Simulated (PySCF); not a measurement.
Molecule: `C#CC[C+]1OC[C@@H](C)O1`, [C7H9O2]+.

Geometry (Å), atoms numbered from 1 in this order:
```xyz
18

C     3.461   -1.640    0.208
C     2.762   -0.853   -0.358
C     1.919    0.118   -1.035
C     0.591    0.247   -0.407
O    -0.175    1.244   -0.659
C    -1.394    1.103    0.089
C    -1.208   -0.245    0.821
C    -2.185   -1.328    0.403
O     0.138   -0.615    0.412
H     4.089   -2.328    0.694
H     2.404    1.100   -1.071
H     1.776   -0.191   -2.081
H    -2.230    1.096   -0.615
H    -1.486    1.965    0.754
H    -1.184   -0.145    1.910
H    -2.201   -1.447   -0.678
H    -1.905   -2.276    0.855
H    -3.181   -1.065    0.746
```

Total charge +1.

Frames of a GFN2-xTB Langevin trajectory at 300 K; GIAO PBE0/pcSseg-1 shieldings in PySCF, gas phase, non-relativistic; equivalent atoms averaged within each frame.

Referencing at the same level of theory: ¹³C (σref 186.93), ¹H (σref 31.72) vs TMS; H2O for ¹⁷O (σref 336.08). The references are static minima.

Problem. How do the shifts (ppm) fluctuate along the trajectory?

Solution. 
```csv
time (fs),C4,C1,C7,C6,C2,C3,C8,O9,O5,H14
250,202.4,93.3,85.6,80.4,67.0,25.5,21.4,272.2,238.4,5.97
425,195.6,92.2,92.4,87.3,70.0,27.3,20.6,298.2,234.4,5.46
625,206.5,93.9,105.7,77.7,75.9,23.6,31.6,321.8,250.6,5.58
800,204.0,95.7,89.4,75.6,72.1,28.9,24.8,302.2,257.7,4.05
1000,214.4,92.5,106.9,74.2,66.7,31.4,14.1,322.7,272.8,4.39
mean of frames,204.6,93.5,96.0,79.0,70.3,27.3,22.5,303.4,250.8,5.09
standard deviation,6.8,1.4,9.7,5.2,3.8,3.0,6.4,20.7,15.5,0.83
```

5 frames give an uncertainty of the mean of about the standard deviation over 2.2 at best, since frames this close in time may not be independent; classical motion lacks zero-point vibration, and the reference would need the same averaging.
